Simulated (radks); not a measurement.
Pb43+, configuration [Kr] 4d3. Method: non-relativistic Kohn-Sham, PBE, spin-unpolarised, spherical densities, point nucleus; relativity is left out, which matters for an element this heavy; computed with a radial shooting solver on a logarithmic mesh with Libxc functionals. Some entries of the table are withheld. Estimate them.

orbital,occ.,eigenvalue (eV),<1/r> (bohr^-1),<r^2> (bohr^2)
1s,2,-81019.29,81.45,0.0004552
2s,2,-15333.61,19.22,0.007048
2p,6,-14843.05,19.25,0.005194
3s,2,-5125.261,7.588,0.04215
3p,6,-4898.162,7.542,0.03860
3d,10,-4480.473,7.460,(1)
4s,2,-2393.521,3.766,0.1632
4p,6,-2291.962,3.714,0.1609
4d,3,-2111.435,(2),0.1520

Answer. 
(1) 3d <r^2> (bohr^2): 0.02944
(2) 4d <1/r> (bohr^-1): 3.613
